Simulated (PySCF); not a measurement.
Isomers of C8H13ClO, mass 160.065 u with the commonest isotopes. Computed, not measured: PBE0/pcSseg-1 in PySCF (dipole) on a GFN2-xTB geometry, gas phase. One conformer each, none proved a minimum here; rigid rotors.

Task: Order these by out-of-plane moment Σ m c² = (Ia + Ib − Ic)/2, largest first.
A. `[CH3:1][CH2:2]/[CH:3]=[C:4](/[C:5](=[O:6])[Cl:7])[CH:8]([CH3:9])[CH3:10]` with C1–C2–C3–C4 -100°, C3–C4–C5–O6 152°, C3–C4–C8–C9 -101°
B. `[CH3:1][CH2:2][C@@H:3]1[CH2:4][CH2:5][C@:6]1([CH3:7])[C:8](=[O:9])[Cl:10]` with C1–C2–C3–C4 178°, C5–C6–C8–O9 154°, C2–C3–C4–C5 -136°, C3–C4–C5–C6 12°, C4–C5–C6–C7 -129°, C2–C3–C6–C5 134°
C. `[O:1]=[C:2]1[CH2:3][CH2:4][CH2:5][CH2:6][C@H:7]1[CH2:8][CH2:9][Cl:10]` with C6–C7–C8–C9 -167°, C7–C8–C9–Cl10 64°, O1–C2–C3–C4 121°, C2–C3–C4–C5 56°, C3–C4–C5–C6 -58°, C4–C5–C6–C7 58°

Result: B (182.32 u·Å²), C (89.36 u·Å²), A (75.20 u·Å²).

Task: Order these by dipole moment, smallest first.
A. `[O:1]=[C:2]1[CH2:3][CH2:4][CH2:5][CH2:6][C@H:7]1[CH2:8][CH2:9][Cl:10]` with C6–C7–C8–C9 -167°, C7–C8–C9–Cl10 64°, O1–C2–C3–C4 121°, C2–C3–C4–C5 56°, C3–C4–C5–C6 -58°, C4–C5–C6–C7 58°
B. `[CH3:1][CH2:2][C@@H:3]1[CH2:4][CH2:5][C@:6]1([CH3:7])[C:8](=[O:9])[Cl:10]` with C1–C2–C3–C4 178°, C5–C6–C8–O9 154°, C2–C3–C4–C5 -136°, C3–C4–C5–C6 12°, C4–C5–C6–C7 -129°, C2–C3–C6–C5 134°
C. `[CH3:1][CH2:2][C@@:3]1([CH3:4])[CH2:5][C@@:6]1([CH3:7])[C:8](=[O:9])[Cl:10]` with C1–C2–C3–C4 -75°, C5–C6–C8–O9 15°
D. `[CH3:1][CH2:2]/[CH:3]=[C:4](/[C:5](=[O:6])[Cl:7])[CH:8]([CH3:9])[CH3:10]` with C1–C2–C3–C4 -100°, C3–C4–C5–O6 152°, C3–C4–C8–C9 -101°

Result: A (2.77 D), B (3.08 D), C (3.60 D), D (4.13 D).

Task: Order these by rotational constant A, smallest first.
A. `[CH3:1][CH2:2]/[CH:3]=[C:4](/[C:5](=[O:6])[Cl:7])[CH:8]([CH3:9])[CH3:10]` with C1–C2–C3–C4 -100°, C3–C4–C5–O6 152°, C3–C4–C8–C9 -101°
B. `[CH3:1][CH2:2][C@@:3]1([CH3:4])[CH2:5][C@@:6]1([CH3:7])[C:8](=[O:9])[Cl:10]` with C1–C2–C3–C4 -75°, C5–C6–C8–O9 15°
C. `[O:1]=[C:2]1[CH2:3][CH2:4][CH2:5][CH2:6][C@H:7]1[CH2:8][CH2:9][Cl:10]` with C6–C7–C8–C9 -167°, C7–C8–C9–Cl10 64°, O1–C2–C3–C4 121°, C2–C3–C4–C5 56°, C3–C4–C5–C6 -58°, C4–C5–C6–C7 58°
D. `[CH3:1][CH2:2][C@@H:3]1[CH2:4][CH2:5][C@:6]1([CH3:7])[C:8](=[O:9])[Cl:10]` with C1–C2–C3–C4 178°, C5–C6–C8–O9 154°, C2–C3–C4–C5 -136°, C3–C4–C5–C6 12°, C4–C5–C6–C7 -129°, C2–C3–C6–C5 134°

Result: A (1141 MHz), D (1247 MHz), B (1790 MHz), C (1956 MHz).

```tsv
SMILES	point group	Ia (u·Å²)	Ib (u·Å²)	Ic (u·Å²)	κ	μa (D)	μb (D)	μc (D)
CC[C@@H]1CC[C@]1(C)C(=O)Cl	C1	405.36	482.97	523.69	-0.42	2.10	2.25	0.10
O=C1CCCC[C@H]1CCCl	C1	258.42	772.04	851.74	-0.91	2.16	1.66	0.49
CC/C=C(/C(=O)Cl)C(C)C	C1	442.80	542.37	834.78	0.22	4.13	0.06	0.02
CC[C@@]1(C)C[C@@]1(C)C(=O)Cl	C1	282.36	635.69	767.15	-0.76	2.47	2.62	0.03
```
